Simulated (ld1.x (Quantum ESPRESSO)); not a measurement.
Ni (Z = 28), RRKJ: configuration errors across variants

* Element: Ni (Z = 28)
* Generator: ld1.x (Quantum ESPRESSO) 7.5
* Type: norm-conserving RRKJ (Kleinman–Bylander form)
* Functional: LDA (PZ)
* Relativity: fully relativistic
* Frozen core: [Ar]
* Valence charge: 10
* Reference configuration: 3d8 4s2 4p0
* Partial waves: 4p (bound, empty): rc 2.45 bohr; 3d (bound): rc 0.85 bohr; 4f channel at -0.1 Ry: rc 1.95 bohr; 4s (bound): rc 1.90 bohr
* Local potential: the s channel
* Core correction: a·sin(br)/r model core, default radius (core density twice the valence density)
* rho0: 0.005

Open shells are filled in proportion to 2j + 1 (rel_dist='average').

All-electron excitation energies from the reference (eV): (1) 3d8 4s1 4p0 9.601; (2) 3d8 4s0 4p0 27.260; (3) 3d7 4s0 4p0 65.058; (4) 3d7 4s2 4p1 10.655; (5) 3d6 4s0 4p0 122.924; (6) 3d8.5 4s1.5 4p0 -1.201; (7) 3d8 4s0 4p2 9.676.

The default core radius of the base comes out at 0.39 bohr.

3 further variants failed, have other tests or another functional or relativity, and are left out.

A true bound ghost makes a file unfit for plane-wave use even where its test errors are small: the radial tests pick states by their node count and pass the ghost by. Where a test does run into it, the solver fails or the error is huge.

Errors AE − PS in meV (a dash: test not solved or not reliable):

| change | (1) | (2) | (3) | (4) | (5) | (6) | (7) | bound ghosts |
| --- | --- | --- | --- | --- | --- | --- | --- | --- |
| base | -7.9 | -53 | -444 | -507 | -2376 | -83 | -13 | none |
| wave 3d (bound): rc 0.85 bohr becomes 3d (bound): rc 0.96 bohr | -7.5 | -51 | -439 | -493 | -2312 | -81 | -13 | none |
| all radii but the core radius scaled by about 0.74 (s 1.40, p 1.80, d 0.62, f 1.44 bohr) | -0.4 | -16 | -516 | -241 | -2658 | -54 | +0.6 | p3/2, p1/2 |
| wave 4f channel at -0.1 Ry: rc 1.95 bohr becomes 4f channel at -0.1 Ry: rc 2.54 bohr | -7.9 | -53 | -444 | -507 | -2376 | -83 | -13 | none |
| type ultrasoft; waves now 4s (bound): rcut 1.65, rcutus 1.90 bohr; 4s channel at 2.35 Ry: rcut 1.65, rcutus 1.90 bohr; 4p (bound): rcut 2.15, rcutus 2.45 bohr; 4p channel at 0.25 Ry: rcut 2.15, rcutus 2.45 bohr; 3d (bound): rcut 0.75, rcutus 0.85 bohr; 3d channel at 2.2 Ry: rcut 0.75, rcutus 0.85 bohr; 4f channel at -0.1 Ry: rcut 1.70, rcutus 1.95 bohr; local potential all-electron potential smoothed inside 2.15 bohr (lloc = -1); augmentation built from norm-conserving waves at rcut, not smoothed further; rho0 0 | -6.8 | -44 | -126 | -223 | -946 | -30 | -6.5 | none |
| wave 4s (bound): rc 1.90 bohr becomes 4s (bound): rc 1.98 bohr | -7.9 | -53 | -442 | -507 | -2369 | -83 | -13 | none |
| core correction a·sin(br)/r model core inside 0.66 bohr | -7.8 | -53 | -444 | -506 | -2372 | -83 | -13 | none |
| wave 4f channel at -0.1 Ry: rc 1.95 bohr becomes 4f channel at 2.25 Ry: rc 1.95 bohr | -7.9 | -53 | -444 | -507 | -2376 | -83 | -13 | none |

(1) Give the same row for: local potential the d channel.

Answers

(1) -5.9, -52, -87, –, -840, -33, -11; bound ghosts: s, p3/2, p1/2. Not counted: 3d7 4s2 4p1 (solver errors, printed error -781 eV).
